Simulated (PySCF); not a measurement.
Frontier levels across methods

C₂H₅AlBN.
Z-matrix (Å and degrees, PBE0-D3(BJ)/def2-SVP geometry), rows numbered from 1:
```
C 
C   1  1.2248
B   2  1.5698  1  162.33
N   3  1.3850  2  107.76  1     0.14
Al  4  1.8733  3  105.24  2    -0.14
H   1  1.0780  2  174.95  3  -179.52
H   3  1.2058  2  123.42  1  -179.78
H   4  1.0134  3  121.02  2  -179.86
H   5  1.5899  4  117.29  3  -101.26
H   5  1.5897  4  117.24  3   101.59
```

Basis pcSseg-2 throughout (PySCF), one geometry. Isolated species at its PBE0-D3(BJ)/def2-SVP geometry (one conformer only).

**Question.** How do the orbital energies, the gap and the dipole change with the method?

**Answer.** 
| method | kind | HOMO (eV) | LUMO (eV) | gap (eV) | μ (D) | SCF cycles |
| --- | --- | --- | --- | --- | --- | --- |
| BLYP | GGA | -6.47 | -2.11 | 4.36 | 0.63 | 16 |
| OPBE | GGA | -6.51 | -2.17 | 4.34 | 0.62 | 16 |
| B97-D | GGA | -6.57 | -2.15 | 4.42 | 0.67 | 16 |
| PBE | GGA | -6.57 | -2.27 | 4.30 | 0.60 | 16 |
| KT2 | GGA | -6.60 | -2.25 | 4.35 | 0.66 | 16 |
| KT3 | GGA | -6.62 | -2.20 | 4.42 | 0.66 | 16 |
| LDA | LDA | -6.63 | -2.50 | 4.13 | 0.54 | 16 |
| BP86 | GGA | -6.68 | -2.35 | 4.33 | 0.63 | 16 |
| B97-2 | global hybrid | -7.54 | -1.36 | 6.18 | 0.75 | 14 |
| B3LYP | global hybrid | -7.60 | -1.53 | 6.06 | 0.73 | 13 |
| PBE0 | global hybrid | -7.78 | -1.34 | 6.44 | 0.74 | 14 |
| mPW1PW91 | global hybrid | -7.81 | -1.34 | 6.47 | 0.75 | 14 |
| BHandHLYP | global hybrid | -8.93 | -0.29 | 8.64 | 0.88 | 13 |
| CAM-B3LYP | range-separated hybrid | -9.16 | -0.21 | 8.95 | 0.78 | 13 |
| wB97X-D | range-separated hybrid | -9.67 | 0.47 | 10.14 | 0.78 | 14 |
| LC-wPBE | range-separated hybrid | -10.54 | 0.91 | 11.45 | 0.81 | 13 |
| HF | Hartree–Fock | -10.74 | 1.98 | 12.72 | 1.14 | 11 |

The HOMO spans 4.26 eV, from BLYP down to HF, and the gap runs from 4.13 eV (LDA) to 12.72 eV (HF). Over the methods BLYP (0 %), OPBE (0 %), B97-D (0 %), PBE (0 %), KT2 (0 %), KT3 (0 %), LDA (0 %), BP86 (0 %), B97-2 (21 %), B3LYP (20 %), PBE0 (25 %), mPW1PW91 (25 %), BHandHLYP (50 %), HF (100 %), a straight line through the gap against the share of exact exchange rises by 0.84 eV for each 10 % (correlation coefficient 0.999). The dipole ranges from 0.54 D (LDA) to 1.14 D (HF). This basis has no diffuse functions.
